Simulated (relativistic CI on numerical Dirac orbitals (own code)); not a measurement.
**Hg17+: sensitivity of the levels to the model**

Base calculation: Dirac-Coulomb-Breit CI, orbitals from a KLI potential per configuration, QED by a radiative potential, unscaled Slater integrals.

CI space (outside the closed core [Kr] 4d10): 4f14 5s2 5p, 4f14 5s 5p2, 4f14 5s2 5d, 4f13 5s2 5p2, 4f14 5s 5p 5d, 4f14 5s2 5f, 4f14 5s 5p 5f, 4f14 5s2 5g, 4f14 5s2 6s, 4f13 5s2 5p 5d, 4f14 5p2 5d, 4f14 5p3, 4f13 5p4, 4f14 5p 5d2, 4f14 5d3, 4f13 5p2 5d2, 4f14 5d2 5f. Double excitations out of closed p, d and f shells are left out; levels of such configurations are missing from the list, as are those of other unlisted configurations, and high levels can miss mixing partners. Some configurations lack a partner that the ground configuration has and come out too high, among them 4f13 5s2 5p 5d, 4f14 5s2 5g, 4f14 5s2 6s.

Variants: (1) valence Slater integrals scaled by 0.9; (2) non-relativistic limit. Shifts of the energy above 4f14 5s2 5p 2P°_1/2, in cm⁻¹, for the lowest level and the first level of each name with at least 55 % of one term (blank where a level changes its place among those of its configuration and J or its character, or is not in the variant):

| Level | Base | Δ(1) | Δ(2) |
| --- | --- | --- | --- |
| 4f14 5s2 5p 2P°_1/2 | 0 | 0 | 0 |
| 4f14 5s2 5p 2P°_3/2 | 200108 | +435 | -200108 |
| 4f14 5s 5p2 4P_1/2 | 339035 | +977 | -95969 |
| 4f14 5s 5p2 4P_3/2 | 491736 | +4418 | -248670 |
| 4f14 5s 5p2 2D_3/2 | 568909 | -1496 | -265307 |
| 4f14 5s 5p2 2P_1/2 | 586944 | -5387 |  |
| 4f13 5s2 5p2 4F°_9/2 | 594530 | +1227 | +148833 |
| 4f13 5s2 5p2 2H°_11/2 | 615069 | -923 |  |
| 4f13 5s2 5p2 2D°_5/2 | 619843 | -1294 |  |
| 4f13 5s2 5p2 4F°_3/2 | 623977 | +1112 |  |
| 4f13 5s2 5p2 2G°_9/2 | 628982 | -2086 |  |
| 4f13 5s2 5p2 2P°_1/2 | 646368 | -804 | +125318 |
| 4f13 5s2 5p2 2H°_9/2 | 649241 | -1070 |  |
| 4f13 5s2 5p2 2D°_3/2 | 660648 | -2292 |  |
| 4f14 5s2 5d 2D_3/2 | 761879 | -1357 | -202051 |
| 4f14 5s 5p2 2S_1/2 | 791265 | -6217 |  |
| 4f13 5s2 5p2 4G°_11/2 | 816212 | -766 |  |
| 4f14 5s2 5d 2D_5/2 | 819219 | -2386 | -259391 |
| 4f13 5s2 5p2 4D°_1/2 | 851531 | -991 | -77941 |
| 4f14 5s 5p 5d 4F°_3/2 | 1038696 | +4850 | -269062 |
| 4f14 5s 5p 5d 4D°_1/2 | 1112176 | -1653 |  |
| 4f14 5s 5p 5d 4F°_7/2 | 1117716 | +1972 | -348081 |

At this charge transitions that keep the count of f electrons are usually good to a few per cent. Levels that differ in their count of f electrons can be misplaced by several ten thousand cm⁻¹, since the correlation energy of f electrons is missing or only estimated; rates across such gaps can be off by orders of magnitude.

Ionisation energy from one configuration of each of the two ions, the ground ones as tabulated or assumed: base 419.745 eV. The NIST ASD value (theoretical) is 429 ± 21 eV.

LS names give the leading component of a level, which can be under half, so a name can repeat, a term be missing and a line seem to break the LS rules.
